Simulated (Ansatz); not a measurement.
Reactions of F2H4OSi2, SMILES `O[Si](F)(F)[SiH3]`.

Isolated molecules relaxed with PBE0-D4/def2-TZVP in Ansatz; ΔE leaves out vibrations. CCSD(T)/CBS adds triple-zeta CCSD(T) − MP2 to the extrapolated MP2 energy (def2 sets, frozen cores). This one scheme is used for every species. DFT in def2-TZVPP. For Br, Ga, Ge outer-core shells are correlated without core-valence functions, which leaves a few kJ/mol of doubt a bond. Scalar relativity is left out up to krypton. Each species was taken in one conformer, which may not be the lowest.

```csv
reaction,r2SCAN-D4 (kcal/mol),MP2/CBS(def2) (kcal/mol),HF/CBS(def2) (kcal/mol)
`O[Si](F)(F)[SiH3]` + `F[SiH]1[CH2][GaH]1` → `F[Si@H]1[GaH][C@@H]1[SiH3]` + `O[SiH](F)F`,-7.6,-12.0,-10.5
`O[Si](F)(F)[SiH3]` + H₂ → `O[SiH](F)F` + SiH₄,-5.8,-7.8,-14.9
`O[Si](F)(F)[SiH3]` + `C=O` → `O=C[Si](F)(F)[SiH3]` + H₂O,34.0,34.0,38.8
`O[Si](F)(F)[SiH3]` + `N=[C]1[CH2][GeH2]1` → `[SiH3]/N=[C]1/[CH2][GeH2]1` + `O[SiH](F)F`,-14.5,-18.3,-17.3
`O[Si](F)(F)[SiH3]` + HBr → `F[Si](F)([SiH3])Br` + H₂O,4.6,2.7,8.3
`O[Si](F)(F)[SiH3]` + `[SiH3]SS` → `[SiH3]SS[SiH3]` + `O[SiH](F)F`,-15.9,-20.3,-17.3
`O[Si](F)(F)[SiH3]` + `[OH][GaH][SH]` → `[SiH3][O][GaH][SH]` + `O[SiH](F)F`,-25.3,-29.3,-33.9
`O[Si](F)(F)[SiH3]` + `[SH][GeH3]` → `[SiH3][S][GeH3]` + `O[SiH](F)F`,-16.6,-20.9,-18.7
`O[Si](F)(F)[SiH3]` + `CBO` → `OBC[SiH3]` + `O[SiH](F)F`,-3.0,-6.3,-5.5
```

(1) Give the CCSD(T)/CBS values in the same order. (Estimate.)

Largest T1 diagnostic: 0.015, for `C=O`.

## Answers

(1) Computed: -9.6, -7.5, 33.3, -15.1, 4.0, -17.4, -27.3, -17.9, -4.4 kcal/mol.
